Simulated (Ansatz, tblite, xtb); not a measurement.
## How methods differ on SnSiH4F2 (SMILES [F][SnH]([F])[SiH3])

SnSiH4F2 has 8 atoms, charge 0, and is taken as a singlet. As SMILES, `[F][SnH]([F])[SiH3]`. The coordinates come from a PBE0-D4/def2-TZVP relaxation.

```xyz
8

F     1.5431   -1.5992    1.1567
Sn    1.1938   -0.0452    0.0862
F     1.7923   -0.5952   -1.6522
Si   -1.3512    0.2291   -0.0446
H     2.3308    1.1132    0.6013
H    -1.8549    0.5394    1.3154
H    -1.9140   -1.0459   -0.5454
H    -1.6479    1.3468   -0.9731
```

Quantity: the dipole moment, in D. The values are calculated.

```
                         level            kind  program  value (D)   CPU time
                      GFN2-xTB  semi-empirical   tblite       6.74  under 2 s
                      GFN1-xTB  semi-empirical   tblite       7.06  under 2 s
                      GFN0-xTB  semi-empirical      xtb       6.54  under 2 s
                     IPEA1-xTB  semi-empirical   tblite       6.56  under 2 s
                     HF/STO-3G    Hartree–Fock   Ansatz       2.54      2.1 s
                      HF/3-21G    Hartree–Fock   Ansatz       4.04      2.9 s
  HF/def2-SVP (core potential)    Hartree–Fock   Ansatz       4.55      4.7 s
 HF/def2-TZVP (core potential)    Hartree–Fock   Ansatz       4.55       19 s
                    PBE0/3-21G   global hybrid   Ansatz       3.32      8.6 s
PBE0/def2-SVP (core potential)   global hybrid   Ansatz       3.97       11 s
```

All-electron rows without a relativistic Hamiltonian named are non-relativistic, while core potentials hold scalar relativity, so basis and relativity change together. The values span 2.54 to 7.06 D. Sets without polarisation functions give poor dipoles. Without the sets that lack polarisation functions the rows with a basis span only 3.97 to 4.55 D. CPU times are rough (shared hosts, several kinds of processor): they show what a rung costs within a factor of a few.
